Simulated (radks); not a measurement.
Results of a calculation; reference values are marked as such.
Species: Eu XI. Configuration: [Kr] 4d10 4f(5/2: 3, 7/2: 0) 5s2 5p(1/2: 2, 3/2: 0) (not the ground configuration). Code: a radial shooting solver on a logarithmic mesh with Libxc functionals. Model: Dirac Kohn-Sham, relativistic LDA (MacDonald-Vosko exchange, VWN5 correlation), spin-unpolarised, spherical densities, finite nucleus; Fermi nuclear charge, rms radius 5.1115 fm.

Spin-orbit splittings of the eigenvalues, e(l+1/2) - e(l-1/2), with zeta = 2 splitting/(2l+1) and mean radii in bohr:

shell  occ.  splitting (eV)  zeta (eV)  <r> j=l-1/2  <r> j=l+1/2
2p        6           640.7      427.1      0.07930      0.08600
3p        6           130.7      87.12       0.2394       0.2522
3d       10               ?          ?       0.2239       0.2279
4p        6           30.07      20.05       0.5717       0.5992
4d       10           5.610      2.244       0.6272       0.6362
4f        3          0.9211     0.2632       0.7111       0.7157
5p        2           6.860      4.574        1.263        1.311

Estimate the 3d splitting.

Answer. 28.56 eV (zeta = 11.43 eV).
